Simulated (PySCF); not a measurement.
C₄F₆, SMILES FC1(F)C(F)=C(F)C1(F)F. The structure is a stationary point at B3LYP-D3(BJ)/def2-SVP.

Computed equilibrium geometry at B3LYP-D3(BJ)/def2-SVP (PySCF confirms it by a frequency run) as bond lengths and angles, and its point group:
point group C2v.
Atoms: F1 C2 C3 F4 C5 F6 F7 C8 F9 F10. Bonds (Å): F1–C2 1.308, C2–C3 1.345, C2–C8 1.507, C3–F4 1.308, C3–C5 1.507, C5–F6 1.345, C5–F7 1.345, C5–C8 1.572, C8–F9 1.345, C8–F10 1.345. Bond angles (°): F1–C2–C3 134.9, F1–C2–C8 130.8, C3–C2–C8 94.3, C2–C3–F4 134.9, C2–C3–C5 94.3, F4–C3–C5 130.8, C3–C5–F6 116.5, C3–C5–F7 116.5, C3–C5–C8 85.7, F6–C5–F7 108.0, F6–C5–C8 114.5, F7–C5–C8 114.5, C2–C8–C5 85.7, C2–C8–F9 116.5, C2–C8–F10 116.5, C5–C8–F9 114.5, C5–C8–F10 114.5, F9–C8–F10 108.0.
Charge 0, spin multiplicity 1.
